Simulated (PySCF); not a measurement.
C5H3Br, SMILES C#CC(Br)=C=C. Atoms are numbered in the order given.

```xyz
9

C      2.6672     1.2521     0.0000
C      1.4923     0.9506     0.0000
C      0.1249     0.5780     0.0000
Br    -0.2331    -1.3005     0.0000
C     -0.8849     1.4202     0.0000
C     -1.8847     2.2576     0.0000
H      3.7070     1.5229     0.0000
H     -2.3195     2.6225     0.9377
H     -2.3195     2.6225    -0.9377
```

The structure is a stationary point at PBE0-D3(BJ)/def2-SVP. The structure was generated by enumeration, and PubChem lists no compound with its InChIKey, so it may never have been made.

Two levels are set side by side: PBE/pcSseg-1 (PySCF) and PBE0/pcSseg-1 (PySCF). GIAO shifts against TMS (¹H), TMS (¹³C) at the same level; non-relativistic, no solvent, atoms listed together averaged. Without spin–orbit terms, shifts of atoms bonded to Cl or Br come out too high at both levels. Differences are taken from unrounded values.

| quantity | PBE |
|---|---|
| δ(¹³C) of C1 (ppm) | 97.5 |
| δ(¹³C) of C2 (ppm) | 82.2 |
| δ(¹³C) of C3 (ppm) | 97.0 |
| δ(¹³C) of C5 (ppm) | 230.3 |
| δ(¹³C) of C6 (ppm) | 87.8 |
| δ(¹H) of H7 (ppm) | 3.89 |
| δ(¹H) of H8, H9 (ppm) | 5.81 |

**Question.** These are the PBE values. What does PBE0 give? (The exact figures need the calculation; the answer reports its results.)

**Answer.** 
```json
[
 {"quantity": "δ(¹³C) of C1 (ppm)", "PBE0": "98.7", "PBE minus PBE0": "-1.2"},
 {"quantity": "δ(¹³C) of C2 (ppm)", "PBE0": "79.6", "PBE minus PBE0": "2.6"},
 {"quantity": "δ(¹³C) of C3 (ppm)", "PBE0": "95.9", "PBE minus PBE0": "1.1"},
 {"quantity": "δ(¹³C) of C5 (ppm)", "PBE0": "233.3", "PBE minus PBE0": "-3.1"},
 {"quantity": "δ(¹³C) of C6 (ppm)", "PBE0": "89.4", "PBE minus PBE0": "-1.5"},
 {"quantity": "δ(¹H) of H7 (ppm)", "PBE0": "3.93", "PBE minus PBE0": "-0.04"},
 {"quantity": "δ(¹H) of H8, H9 (ppm)", "PBE0": "5.87", "PBE minus PBE0": "-0.06"}
]
```

Rough cost on one machine, each run with all the roots and properties that it gave: PBE0 against PBE within a factor of 2.
